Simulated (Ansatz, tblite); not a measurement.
Cost and result up the ladder for `Sc1sc(-c2sc(-c3sc(S)c4c3OCCO4)c3c2OCCO3)c2c1OCCO2` (43 atoms). The state is a singlet with charge 0. Geometry: PBE-D4/def2-SVP.

Ansatz on 2 threads of AMD EPYC 7R13 on a shared host and a share (18 GiB) of an NVIDIA H100 80GB HBM3; xTB runs through tblite on one thread. Times are rough, summed over both states, and most runs start from the orbitals of an earlier one. PBE0-D4/def2-TZVP serves as the yardstick here, not as an exact answer. The other state is a doublet.

The xTB rows come from tblite. Single mean-field runs in def2-TZVP are fitted with def2-universal-jkfit.

Raw xTB energies of ions are shifted by several eV.

```json
{"level": "GFN1-xTB", "functions": "169", "wall time": "0.33 s"}
{"level": "GFN2-xTB", "functions": "155", "wall time": "0.33 s"}
{"level": "PBE-D4/def2-TZVP (with forces)", "functions": "1013", "wall time": "33 s"}
{"level": "PBE0-D4/def2-TZVP", "functions": "1013", "wall time": "40 s"}
{"level": "B97M-V/def2-TZVP (with forces)", "functions": "1013", "wall time": "56 s"}
```

Task: Estimate what each level gives for the vertical IE (eV).

Result: 
| level | vertical IE (eV) | difference from PBE0-D4/def2-TZVP (eV) |
| --- | --- | --- |
| GFN1-xTB | 11.70 | 5.58 |
| GFN2-xTB | 11.37 | 5.26 |
| PBE-D4/def2-TZVP (with forces) | 5.88 | -0.23 |
| PBE0-D4/def2-TZVP | 6.11 | 0.00 |
| B97M-V/def2-TZVP (with forces) | 5.92 | -0.19 |
